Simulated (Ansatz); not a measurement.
A nudged elastic band was laid between two geometries of C2H3BF2 (8 atoms, charge 0, multiplicity 1).

Method: Ansatz, RKS PBE0-D4/def2-SVP.

* movable images: 9
* climbing image: yes
* spring: 5.0 eV/Å²
* optimiser: quadratic models (default)
* start path: IDPP
* force threshold: 0.05 eV/Å
* iteration limit: 42
* end points: relaxed

Initial state:

```xyz
8
Properties=species:S:1:pos:R:3
C -0.090 0.511 1.144
C -0.503 -0.204 0.089
B 0.395 -0.391 -1.158
F -0.003 -1.093 -2.205
F 1.603 0.145 -1.228
H -0.710 0.655 2.035
H 0.898 0.985 1.155
H -1.497 -0.664 0.111
```

Final state:

```xyz
8
Properties=species:S:1:pos:R:3
C -0.095 0.522 1.140
C -0.500 -0.208 0.092
B 0.398 -0.398 -1.155
F 1.597 0.157 -1.235
F 0.009 -1.122 -2.190
H -0.715 0.668 2.030
H 0.887 1.006 1.144
H -1.489 -0.680 0.118
```

(1) What changes between the two ends?

(2) What energy profile does the band end with?

(3) What is the geometry of the highest image?

(4) What are the harmonic wavenumbers there?

Results:

(1) No bond is made or broken. The dihedral C1–C2–B3–F4 goes from -180 to 0°. The two ends are copies of one structure, up to a mirror image or an exchange of like atoms.

(2) It converged. The highest image is number 5 of 0 to 10, 0.244 eV above the ends, which have the same energy within 2 meV. A vibrational analysis at the climbing image gives one clearly imaginary mode, 133i cm⁻¹: a first-order saddle point.

```json
{"image": "0", "path coordinate (Å)": "0.00", "energy (eV)": "0.000", "dihedral C1–C2–B3–F4 (°)": "-180"}
{"image": "1", "path coordinate (Å)": "0.41", "energy (eV)": "0.021", "dihedral C1–C2–B3–F4 (°)": "-160"}
{"image": "2", "path coordinate (Å)": "0.83", "energy (eV)": "0.077", "dihedral C1–C2–B3–F4 (°)": "-142"}
{"image": "3", "path coordinate (Å)": "1.24", "energy (eV)": "0.153", "dihedral C1–C2–B3–F4 (°)": "-124"}
{"image": "4", "path coordinate (Å)": "1.65", "energy (eV)": "0.218", "dihedral C1–C2–B3–F4 (°)": "-107"}
{"image": "5", "path coordinate (Å)": "2.07", "energy (eV)": "0.244", "dihedral C1–C2–B3–F4 (°)": "-91"}
{"image": "6", "path coordinate (Å)": "2.48", "energy (eV)": "0.219", "dihedral C1–C2–B3–F4 (°)": "-73"}
{"image": "7", "path coordinate (Å)": "2.90", "energy (eV)": "0.154", "dihedral C1–C2–B3–F4 (°)": "-56"}
{"image": "8", "path coordinate (Å)": "3.31", "energy (eV)": "0.079", "dihedral C1–C2–B3–F4 (°)": "-38"}
{"image": "9", "path coordinate (Å)": "3.72", "energy (eV)": "0.021", "dihedral C1–C2–B3–F4 (°)": "-19"}
{"image": "10", "path coordinate (Å)": "4.14", "energy (eV)": "0.000", "dihedral C1–C2–B3–F4 (°)": "0"}
```

(3) 
```xyz
8
Properties=species:S:1:pos:R:3:forces:R:3
C -0.372 0.836 0.885 0.00 -0.01 -0.01
C -0.318 -0.336 0.245 0.00 0.02 0.00
B 0.574 -0.609 -1.004 0.02 -0.02 0.01
F 0.134 -0.417 -2.233 -0.01 0.00 -0.01
F 1.809 -1.063 -0.894 -0.01 0.01 0.00
H -1.013 0.990 1.759 0.00 0.00 0.00
H 0.219 1.702 0.566 0.00 0.00 0.00
H -0.940 -1.160 0.620 0.00 -0.01 0.00
```

(4) 133i, 207, 254, 473, 619, 677, 777, 985, 1027, 1029, 1254, 1342, 1425, 1457, 1723, 3150, 3160, 3248 cm⁻¹.

The run took 2.7 min on 1 thread of Arm Neoverse V2, with other jobs on the host, peak memory 0.16 GiB.
